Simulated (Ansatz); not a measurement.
Input and output for C$_{2}$H$_{7}$InN (`[CH2][N](C)[InH2]`) radical.

```yaml
crystal:
  periodic: [false, false, false]
  atoms:
    - {symbol: C, position_ang: [-0.699535, 1.662634, 0.214492]}
    - {symbol: N, position_ang: [0.003474, 0.253357, 0.130229]}
    - {symbol: C, position_ang: [0.032419, -0.823299, 1.580061]}
    - {symbol: In, position_ang: [1.407656, -0.641935, -2.331454]}
    - {symbol: H, position_ang: [-0.721399, 2.455844, -0.889215]}
    - {symbol: H, position_ang: [-1.286468, 2.112309, 1.364241]}
    - {symbol: H, position_ang: [-0.546858, -2.014662, 1.252009]}
    - {symbol: H, position_ang: [1.329924, -1.082505, 1.914931]}
    - {symbol: H, position_ang: [-0.616600, -0.271598, 2.650614]}
    - {symbol: H, position_ang: [0.578874, 0.999272, -3.539434]}
    - {symbol: H, position_ang: [0.518499, -2.649404, -2.346486]}
basis:
  gaussian: {orbitals: STO-3G}
magnetization: {spin_polarized: true, initial_magnetization: 1}
hamiltonian: {xc: {name: r2SCAN50}, dispersion: d3bjatm}
output: {forces: true}
```

```sh
$ ansatz run in.yaml --threads 2 --pin off --events-out ev --progress --plain --max-ram 32768MiB --backend cpu
```

Output, abridged:

```
Functional definition: r2SCAN50
659 factors; integrals over basis functions are off by at most 3.9e-5 eV
mean field evaluation 1: about -158315.5765 eV, gradient 2.1e1 eV
mean field evaluation 2: about -158308.2664 eV, gradient 4.3e1 eV
mean field evaluation 4: about -158319.1654 eV, gradient 1.4e0 eV
mean field evaluation 8: about -158319.0506 eV, gradient 2.1e-1 eV
mean field evaluation 16: about -158319.7218 eV, gradient 8.5e-2 eV
mean field evaluation 32: about -158319.7341 eV, gradient 7.9e-2 eV
mean field evaluation 64: about -158319.7221 eV, gradient 5.3e-4 eV
mean field -158319.73441177 eV, -5818.1429266624 hartree, gradient 1.2e-5 eV, S^2 1.479647; 3 other end points of the search recorded, 0 dependent functions left out
reference -158319.73441710 eV, -5818.1429268583 hartree; 38, 37 occupied and 11, 12 virtual orbitals, 659 factors
Total energy: -158319.82784460 eV, -5818.1463602554 hartree
Atom 0 at    -0.699535     1.662634     0.214492 Å, force     0.019244    -0.732775     1.087959 eV/Å
Atom 1 at     0.003474     0.253357     0.130229 Å, force    -1.830270     1.951560     2.496625 eV/Å
Atom 2 at     0.032419    -0.823299     1.580061 Å, force    -0.205081    -0.314417     1.111807 eV/Å
Atom 3 at     1.407656    -0.641935    -2.331454 Å, force    -3.136987    -0.276355    -1.110974 eV/Å
Atom 4 at    -0.721399     2.455844    -0.889215 Å, force     0.233057    -3.872111     5.019468 eV/Å
Atom 5 at    -1.286468     2.112309     1.364241 Å, force     2.670723    -2.028377    -5.260564 eV/Å
Atom 6 at    -0.546858    -2.014662     1.252009 Å, force     2.550938     5.650785     1.262739 eV/Å
Atom 7 at     1.329924    -1.082505     1.914931 Å, force    -5.906618     1.444149    -1.718214 eV/Å
Atom 8 at    -0.616600    -0.271598     2.650614 Å, force     2.945167    -2.449133    -4.937480 eV/Å
Atom 9 at     0.578874     0.999272    -3.539434 Å, force     1.272056    -2.893989     2.073961 eV/Å
Atom 10 at     0.518499    -2.649404    -2.346486 Å, force     1.387772     3.520666    -0.025327 eV/Å
Dipole moment:    -0.074104     0.256173     0.765727 e Å
```

Hardware: 2 threads of a server CPU on a shared host. Wall time 86 s, peak host memory 0.63 GiB.
